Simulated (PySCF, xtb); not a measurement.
C₃H₁₁BSi, SMILES CB(C)C[SiH3].

Geometry optimised at PBE0-D3(BJ)/def2-SVP. The structure was generated by enumeration, and PubChem lists no compound with its InChIKey, so it may never have been made. One conformer was computed; it need not be the lowest.

Calculation: IEF-PCM-M06-2X/def2-SVP (PySCF).

The values are the electrostatic part of the solvation free energy, E(continuum) − E(gas) at the gas-phase geometry, in a cavity of scaled van der Waals radii (PySCF's table); cavitation and dispersion terms are not included. In vacuum the orbital gap is 10.10 eV. The dipole moment in vacuum is 0.63 D.

```csv
solvent,ε,ΔG(elec) (kcal/mol),dipole (D),gap (eV)
water,78.36,-0.8,0.80,10.11
chloroform,4.71,-0.6,0.75,10.11
ethanol,24.85,-0.8,0.79,10.11
```

For comparison, GFN2-xTB/ALPB(water) (xtb, at the GFN2-xTB geometry, all terms of that model) gives 0.1 kcal/mol.
